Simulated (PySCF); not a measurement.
# Radial density of Os+ (osmium, charge +1)

UHF, [Xe] 4f14 5d6 6s1, high-spin 6D determinant. Computed with PySCF 2.14 in def2-TZVP with the def2 core potential (60 electrons) (6s4p3d1f, 40 functions), with scalar relativity through the core potential. This is the valence pseudo-density: the core potential removes the inner electrons and smooths the orbitals near the nucleus.

```
r (bohr)  4πr²ρ (e/bohr)  4πr²(ρα − ρβ)
   0.139       1.311e-05         0.0000
   0.234       0.0005532         0.0002
   0.394         0.07061         0.0099
   0.662           4.545         0.4214
    1.11           12.78         2.4491
    1.87           4.662         2.3501
    3.15          0.8345         0.6487
    5.30         0.03798         0.0320
    8.91       0.0001987         0.0002
```

Energies and moments cover only the electrons outside the core potential. Spin-orbit coupling, absent here, splits the open shell strongly.
